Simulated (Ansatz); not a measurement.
Gas-phase electronic energies from Ansatz, PBE0-D4/def2-TZVP geometries. CCSD(T)/CBS adds triple-zeta CCSD(T) − MP2 to the extrapolated MP2 energy (def2 sets, frozen cores). This one scheme is used for every species. Functionals use def2-TZVPP. B3LYP here is the variant with VWN-RPA as its local correlation; programs differ in this. HSE06 is defined as in plane-wave codes. def2 core potentials past Kr. For Zr outer-core shells are correlated without core-valence functions, which leaves a few kJ/mol of doubt a bond. One conformer a species, not always the lowest.

Consider the ligand exchange at a Zr–Cl bond: `[F][Zr]([F])([F])[Cl]` + `N=C=O` → `O=C=[N][Zr]([F])([F])[F]` + HCl.

```
             level  ΔE (kcal/mol)  difference from CCSD(T)/CBS
       LDA (SPW92)            7.9                          1.7
            PBE-D4            7.7                          1.5
         revPBE-D4            7.1                          0.9
           BLYP-D4            6.6                          0.4
         r2SCAN-D4            7.9                          1.7
            B97M-V            7.5                          1.3
           PBE0-D4            7.2                          1.0
          B3LYP-D4            6.4                          0.2
        r2SCANh-D4            7.7                          1.5
        r2SCAN0-D4            7.4                          1.2
          HSE06-D4            7.3                          1.1
          BHLYP-D4            6.0                         -0.2
      CAM-B3LYP-D4            6.1                         -0.1
            B2PLYP            6.5                          0.3
          PBE-QIDH            6.6                          0.4
              BLYP            7.2                          1.0
              PBE0            7.5                          1.3
             B3LYP            6.9                          0.7
           r2SCANh            7.8                          1.6
           r2SCAN0            7.5                          1.3
             HSE06            7.6                          1.4
             BHLYP            6.3                          0.1
         CAM-B3LYP            6.4                          0.2
           LC-ωPBE            6.9                          0.7
RPA@PBE/def2-TZVPP            5.1                         -1.1
       HF/def2-SVP            3.9                         -2.3
      MP2/def2-SVP            3.7                         -2.5
     CCSD/def2-SVP            3.3                         -2.9
  CCSD(T)/def2-SVP            3.7                         -2.5
     HF/def2-TZVPP            5.1                         -1.1
    MP2/def2-TZVPP            5.5                         -0.7
SCS-MP2/def2-TZVPP            5.1                         -1.1
   CCSD/def2-TZVPP            4.9                         -1.3
CCSD(T)/def2-TZVPP            5.3                         -0.9
     HF/def2-QZVPP            5.3                         -0.9
    MP2/def2-QZVPP            6.1                         -0.1
SCS-MP2/def2-QZVPP            5.7                         -0.5
      HF/CBS(def2)            5.3                         -0.9
     MP2/CBS(def2)            6.4                          0.2
    CCSD/CBS(def2)            5.9                         -0.3
       CCSD(T)/CBS            6.2                            0
```

(1) What do rigid-rotor, harmonic-oscillator terms from PBE0-D4/def2-TZVP frequencies (298.15 K, 1 bar) make of the CCSD(T)/CBS value? (Estimate.)

Largest T1 diagnostic among the species: 0.018.

Answers

(1) The calculation gave: ΔZPE = -1.6 kcal/mol, ΔH = +5.2 kcal/mol, ΔS = -7 J/(mol·K), ΔG = +5.6 kcal/mol. Modes under 50 cm⁻¹ make the entropy rough.

At CCSD(T), def2-SVP lies −2.5 kcal/mol from the extrapolated value and def2-TZVPP −0.9 kcal/mol. Leaving LDA and LC-ωPBE aside and taking each functional with its dispersion term where it has one, the values spread over 1.9 kcal/mol, from BHLYP-D4 to r2SCAN-D4. From BLYP to BHLYP (50 % exact exchange), in def2-TZVPP and without D4, ΔE moves by −1.0 kcal/mol.
